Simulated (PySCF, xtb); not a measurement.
InClBr₂, SMILES [Cl][In]([Br])[Br].

Harmonic wavenumbers (cm⁻¹) from GFN2-xTB (xtb 6.7.1) at its own minimum, in rising order: 56, 66, 69, 195, 257, 316.

### Question
What does PBE-D3(BJ)/def2-SVP run with PySCF give at its own minimum? (An estimate is asked for; the answer gives what the named calculation found.)

### Answer
61, 79, 79, 218, 277, 367. Paired by order, the mean absolute difference is 21 cm⁻¹ and the zero-point energies are 1.4 and 1.5 kcal/mol.
